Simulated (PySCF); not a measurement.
PySCF input (M06-2X/6-31G* (5d)):

```python
from pyscf import gto, dft

mol = gto.M(
    atom='''
    Si   -1.99269100    0.35017000    0.03442800
    C    -0.20465700    0.02607900   -0.00006300
    C     0.31551800   -1.20527600   -0.42411800
    O     1.72036000   -1.04100000   -0.29868700
    C     2.01498700    0.20726900    0.16958400
    C     0.87835500    0.91064500    0.37260200
    H    -2.53773400    0.71475000    1.38774400
    H    -2.43516000    1.51437800   -0.80836300
    H    -2.79531000   -0.81360200   -0.42680300
    H     3.05827800    0.45164800    0.30729400
    H     0.81950100    1.92614200    0.73960700
    ''',
    basis='6-31g*',
    charge=-1,
    spin=0,
    verbose=4,
)

mf = dft.RKS(mol, xc='m062x')
mf.grids.level = 4
mf.conv_tol = 1e-9
mf.max_cycle = 100
mf.max_memory = 1500
mf.kernel()
if not mf.converged:
    mf = mf.newton()
    mf.kernel(mf.make_rdm1())
mf.dip_moment()
```

Output:

```
PySCF version 2.14.0

[INPUT] verbose = 4
[INPUT] num. atoms = 11
[INPUT] num. electrons = 52
[INPUT] charge = -1
[INPUT] spin (= nelec alpha-beta = 2S) = 0
[INPUT] symmetry False subgroup None
[INPUT] Mole.unit = angstrom
[INPUT] Symbol           X                Y                Z      unit          X                Y                Z       unit  Magmom
[INPUT]  1 Si    -1.992691000000   0.350170000000   0.034428000000 AA   -3.765640240886   0.661725397039   0.065059491017 Bohr   0.0
[INPUT]  2 C     -0.204657000000   0.026079000000  -0.000063000000 AA   -0.386745679475   0.049282167603  -0.000119052746 Bohr   0.0
[INPUT]  3 C      0.315518000000  -1.205276000000  -0.424118000000 AA    0.596242607371  -2.277641544511  -0.801466864498 Bohr   0.0
[INPUT]  4 O      1.720360000000  -1.041000000000  -0.298687000000 AA    3.251009235657  -1.967204895672  -0.564436626968 Bohr   0.0
[INPUT]  5 C      2.014987000000   0.207269000000   0.169584000000 AA    3.807773574559   0.391681644112   0.320467315108 Bohr   0.0
[INPUT]  6 C      0.878355000000   0.910645000000   0.372602000000 AA    1.659850390142   1.720869646705   0.704115733465 Bohr   0.0
[INPUT]  7 H     -2.537734000000   0.714750000000   1.387744000000 AA   -4.795622236997   1.350681747533   2.622456091008 Bohr   0.0
[INPUT]  8 H     -2.435160000000   1.514378000000  -0.808363000000 AA   -4.601785469496   2.861759669067  -1.527584679232 Bohr   0.0
[INPUT]  9 H     -2.795310000000  -0.813602000000  -0.426803000000 AA   -5.282370333258  -1.537484954398  -0.806540779143 Bohr   0.0
[INPUT] 10 H      3.058278000000   0.451648000000   0.307294000000 AA    5.779307832783   0.853491024708   0.580701499722 Bohr   0.0
[INPUT] 11 H      0.819501000000   1.926142000000   0.739607000000 AA    1.548632448807   3.639880857022   1.397654669811 Bohr   0.0

nuclear repulsion = 256.154686919118
number of shells = 48
number of NR pGTOs = 206
number of NR cGTOs = 98
basis = 6-31g*
ecp = {}

******** <class 'pyscf.dft.rks.RKS'> ********
method = RKS
initial guess = minao
damping factor = 0
level_shift factor = 0
DIIS = <class 'pyscf.scf.diis.CDIIS'>
diis_start_cycle = 1
diis_space = 8
diis_damp = 0
SCF conv_tol = 1e-09
SCF conv_tol_grad = None
SCF max_cycles = 100
direct_scf = True
direct_scf_tol = 1e-13
XC library pyscf.dft.libxc version 7.1.2
    S. Lehtola, C. Steigemann, M. J. T. Oliveira, and M. A. L. Marques,  SoftwareX 7, 1–5 (2018)
XC functionals = m062x
    Y. Zhao and D. G. Truhlar,  Theor. Chem. Acc. 120, 215 (2008)
    Y. Zhao and D. G. Truhlar,  Theor. Chem. Acc. 120, 215 (2008)
radial grids:
    Treutler-Ahlrichs [JCP 102, 346 (1995); DOI:10.1063/1.469408] (M4) radial grids

becke partition: Becke, JCP 88, 2547 (1988); DOI:10.1063/1.454033
pruning grids: <function nwchem_prune>
grids dens level: 4
symmetrized grids: False
atomic radii adjust function: <function treutler_atomic_radii_adjust>
small_rho_cutoff = 0
Set gradient conv threshold to 3.16228e-05
Initial guess from minao.
tot grids = 250152
init E= -520.868775039924
  HOMO = -0.234855037122613  LUMO = -0.0233514825905088  gap/eV = 5.75530
cycle= 1 E= -519.849833862076  delta_E= 1.02  |g|= 0.527  |ddm|= 3.35
  HOMO = 0.0563617972865638  LUMO = 0.245769207320708  gap/eV = 5.15404
cycle= 2 E= -519.849842372751  delta_E= -8.51e-06  |g|= 0.595  |ddm|= 1.37
  HOMO = -0.0342724261800704  LUMO = 0.244493062648895  gap/eV = 7.58560
cycle= 3 E= -519.928797339715  delta_E= -0.079  |g|= 0.0713  |ddm|= 0.706
  HOMO = -0.0445079027554951  LUMO = 0.243011440750235  gap/eV = 7.82380
cycle= 4 E= -519.929609986887  delta_E= -0.000813  |g|= 0.0452  |ddm|= 0.0955
  HOMO = -0.0436589088803037  LUMO = 0.244702158577032  gap/eV = 7.84670
cycle= 5 E= -519.93007214636  delta_E= -0.000462  |g|= 0.012  |ddm|= 0.0553
  HOMO = -0.0430897714397007  LUMO = 0.244248268590087  gap/eV = 7.81887
cycle= 6 E= -519.930106811754  delta_E= -3.47e-05  |g|= 0.00455  |ddm|= 0.0165
  HOMO = -0.0431146457014049  LUMO = 0.244463648492069  gap/eV = 7.82540
cycle= 7 E= -519.930112893643  delta_E= -6.08e-06  |g|= 0.000878  |ddm|= 0.0062
  HOMO = -0.043188587893574  LUMO = 0.244430366583478  gap/eV = 7.82651
cycle= 8 E= -519.930113186383  delta_E= -2.93e-07  |g|= 0.000347  |ddm|= 0.00242
  HOMO = -0.0431207428644411  LUMO = 0.244427988486999  gap/eV = 7.82460
cycle= 9 E= -519.930113222969  delta_E= -3.66e-08  |g|= 0.00015  |ddm|= 0.000526
  HOMO = -0.0431486890858714  LUMO = 0.24443609674177  gap/eV = 7.82558
cycle= 10 E= -519.930113229565  delta_E= -6.6e-09  |g|= 2.97e-05  |ddm|= 0.000266
  HOMO = -0.0431480953728487  LUMO = 0.24443327981712  gap/eV = 7.82549
cycle= 11 E= -519.93011322995  delta_E= -3.85e-10  |g|= 1.02e-05  |ddm|= 7.52e-05
  HOMO = -0.0431509430090431  LUMO = 0.244433432534853  gap/eV = 7.82557
Extra cycle  E= -519.930113229952  delta_E= -1.82e-12  |g|= 1.12e-05  |ddm|= 2.31e-05
converged SCF energy = -519.930113229952

WARN: System has nonzero charge -1; the dipole moment is origin-dependent.
Location of origin: [0. 0. 0.]

Dipole moment(X, Y, Z, Debye):  0.55921,  3.40181,  1.26475
```

The dipole moment of an ion depends on the origin.

The geometry given is a B3LYP-D3(BJ)/def2-TZVP minimum.
